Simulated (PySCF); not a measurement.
Compound: C₂H₂BrFSi.
Atom-mapped SMILES: `[CH:1]#[C:2][Si@H:3]([F:4])[Br:5]` (hydrogens: H6 on C1; H7 on Si3)

Level of theory: PBE0-D3(BJ)/def2-SVP geometry optimisation, gas phase (PySCF 2.14.0).

(1) What internal coordinates does the optimisation give?

Results:

(1) 
```csv
bond,length (Å)
C1≡C2,1.216
C2–Si3,1.816
Si3–F4,1.615
Si3–Br5,2.203
C1–H6,1.076
Si3–H7,1.478
```

A selection of angles:
```csv
angle,degrees
C2–C1–H6,179.6
C1–C2–Si3,178.9
C2–Si3–F4,108.9
C2–Si3–Br5,109.1
C2–Si3–H7,112.4
F4–Si3–Br5,108.1
F4–Si3–H7,108.2
Br5–Si3–H7,109.9
```

Si3 (fluorine-bound silicon) is tetrahedral (angles from 108.1° to 112.4°).

Point group: C1 (no symmetry element, even within 0.4 Å). No PBE0-D3(BJ)/def2-SVP frequencies stand behind this structure, so it isn't proved a minimum.

Hardware: an Arm Neoverse V1 with one thread, shared host with 32 logical CPUs at a one-minute load of 18. Cost: 56 s of wall time, 0.42 GiB resident at most. This is the geometry optimisation.
